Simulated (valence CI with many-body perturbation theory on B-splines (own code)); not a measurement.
**Level structure of Sm12+**

Level of theory: relativistic CI+MBPT: four valence electrons over a frozen Dirac-Fock core [Kr] 4d10, radial functions for each j: 8 s, 8 p, 9 d, 9 f, 6 g, 3 h, 2 i, with the one-electron correlation potential Σ1 (screened to all orders), the two-electron term Σ2, the three-electron term Σ3, Breit, model QED; selected single and double excitations, second order for the rest, scaled by the run's own slope (own B-spline code, finite nucleus).

No measured levels were compared; by estimate terms of the open shell hold to a few per cent of their energy, and close levels can change places; configurations with another count of f electrons can be misplaced by thousands of cm⁻¹. Core correlation moves these levels by up to 34000 cm⁻¹, and in measured spectra 5 to 20 % of such shifts remained as error; rates that hang on mixing are uncertain with them.

Levels 1 to 45 of 71, with energies above the lowest level, 4f2 5s2 3H_4. "Leading %" is the weight of the configuration and term that name the level; weights of strongly mixed levels are sums over their largest components and can fall short. Lifetimes count E1, E2, E3, M1 and M2 decay at the calculated energies, and are blank where another channel may lead or the interval is too uncertain; long ones can be off by a factor of two.

| No. | Configuration | Term | J | E (cm⁻¹) | Leading % | Lifetime | Second component | g |
| --- | --- | --- | --- | --- | --- | --- | --- | --- |
| 1 | 4f2 5s2 | 3H | 4 | 0.0 | 94 |  | 4 % 4f2 5s2 1G | 0.807 |
| 2 | 4f2 5s2 | 3H | 5 | 4703 | 98 | 378 ms |  | 1.032 |
| 3 | 4f2 5s2 | 3F | 2 | 8637 | 95 | 5190 s |  | 0.677 |
| 4 | 4f2 5s2 | 3H | 6 | 9417 | 98 | 425 ms |  | 1.165 |
| 5 | 4f2 5s2 | 3F | 3 | 11811 | 98 | 1.14 s |  | 1.082 |
| 6 | 4f2 5s2 | 3F | 4 | 12278 | 55 | 488 ms | 41 % 4f2 5s2 1G | 1.133 |
| 7 | 4f2 5s2 | 1G | 4 | 18540 | 54 | 138 ms | 43 % 4f2 5s2 3F | 1.106 |
| 8 | 4f2 5s2 | 1D | 2 | 29900 | 84 | 76.1 ms | 11 % 4f2 5s2 3P | 1.046 |
| 9 | 4f2 5s2 | 3P | 0 | 36341 | 97 | 5.05 s |  |  |
| 10 | 4f2 5s2 | 1I | 6 | 37101 | 98 | 128 ms |  | 1.000 |
| 11 | 4f2 5s2 | 3P | 1 | 37873 | 98 | 554 ms |  | 1.500 |
| 12 | 4f2 5s2 | 3P | 2 | 40597 | 87 | 136 ms | 11 % 4f2 5s2 1D | 1.441 |
| 13 | 4f3 5s | 5I° | 4 | 76016 | 97 | 321 μs |  | 0.604 |
| 14 | 4f3 5s | 5I° | 5 | 78032 | 97 | 353 μs |  | 0.900 |
| 15 | 4f3 5s | 5I° | 6 | 80487 | 98 | 747 μs |  | 1.070 |
| 16 | 4f2 5s2 | 1S | 0 | 83023 | 96 | 11.8 ms |  |  |
| 17 | 4f3 5s | 5I° | 7 | 83233 | 99 | 3.50 ms |  | 1.177 |
| 18 | 4f3 5s | 5I° | 8 | 86170 | 99 | 983 ms |  | 1.248 |
| 19 | 4f3 5s | 3I° | 5 | 92333 | 90 | 45.1 μs | 4 % 4f3 5s 1H° | 0.848 |
| 20 | 4f3 5s | 5F° | 1 | 94520 | 95 | 44.6 μs | 4 % 4f3 5s 3D° | 0.021 |
| 21 | 4f3 5s | 5F° | 2 | 95490 | 96 | 75.8 μs |  | 1.006 |
| 22 | 4f3 5s | 3I° | 6 | 96688 | 94 | 68.1 μs |  | 1.026 |
| 23 | 4f3 5s | 5F° | 3 | 96836 | 97 | 157 μs |  | 1.245 |
| 24 | 4f3 5s | 5S° | 2 | 97938 | 95 | 68.7 μs | 4 % 4f3 5s 3P° | 1.975 |
| 25 | 4f3 5s | 5F° | 4 | 98049 | 83 | 50.2 μs | 8 % 4f3 5s 3G° | 1.281 |
| 26 | 4f3 5s | 5F° | 5 | 98785 | 64 | 18.2 μs | 18 % 4f3 5s 3G° | 1.295 |
| 27 | 4f3 5s | 3H° | 4 | 99963 | 75 | 12.6 μs | 12 % 4f3 5s 5F° | 0.889 |
| 28 | 4f3 5s | 3I° | 7 | 100980 | 96 | 120 μs |  | 1.138 |
| 29 | 4f3 5s | 3H° | 5 | 101880 | 58 | 12.6 μs | 27 % 4f3 5s 5F° | 1.139 |
| 30 | 4f3 5s | 5G° | 2 | 103810 | 98 | 384 μs |  | 0.336 |
| 31 | 4f3 5s | 5G° | 3 | 104500 | 81 | 33.2 μs | 17 % 4f3 5s 3G° | 0.889 |
| 32 | 4f3 5s | 3H° | 6 | 104610 | 84 | 9.02 μs | 12 % 4f3 5s 5G° | 1.180 |
| 33 | 4f3 5s | 5G° | 4 | 106220 | 78 | 27.2 μs | 12 % 4f3 5s 3G° | 1.114 |
| 34 | 4f3 5s | 3G° | 3 | 107480 | 74 | 21.5 μs | 17 % 4f3 5s 5G° | 0.806 |
| 35 | 4f3 5s | 5G° | 5 | 108770 | 79 | 39.9 μs | 14 % 4f3 5s 3H° | 1.230 |
| 36 | 4f3 5s | 3G° | 4 | 109740 | 70 | 11.0 μs | 17 % 4f3 5s 5G° | 1.071 |
| 37 | 4f3 5s | 3F° | 2 | 109780 | 78 | 6.58 μs | 8 % 4f3 5s 3D° | 0.778 |
| 38 | 4f3 5s | 3K° | 6 | 109920 | 97 | 196 μs |  | 0.860 |
| 39 | 4f3 5s | 1H° | 5 | 110090 | 48 | 8.58 μs | 24 % 4f3 5s 3G° | 1.093 |
| 40 | 4f3 5s | 3K° | 7 | 111100 | 91 | 64.3 μs | 5 % 4f3 5s 1K° | 1.017 |
| 41 | 4f3 5s | 3S° | 1 | 111440 | 49 | 3.98 μs | 24 % 4f3 5s 3P° | 1.524 |
| 42 | 4f3 5s | 5G° | 6 | 111540 | 86 | 915 μs | 13 % 4f3 5s 3H° | 1.310 |
| 43 | 4f3 5s | 3F° | 3 | 113050 | 80 | 10.9 μs | 10 % 4f3 5s 3D° | 1.085 |
| 44 | 4f3 5s | 3F° | 4 | 113290 | 55 | 11.0 μs | 40 % 4f3 5s 1G° | 1.134 |
| 45 | 4f3 5s | 3K° | 8 | 113320 | 94 | 77.6 ms |  | 1.121 |

Names give the largest LS component (configuration and term), which can be under half, so a name can repeat, a term be missing and a line seem to break the LS rules; names also repeat where a configuration has a term twice.

Where two levels of one J and parity lie close, their mixing, g and order are uncertain.

The ionisation energy to 4f 5s2 2F°_5/2 of the next ion comes out as 229.11 eV (NIST: 237 ± 12 eV (theoretical)). All 71 levels together are meant to be complete up to 127990 cm⁻¹.
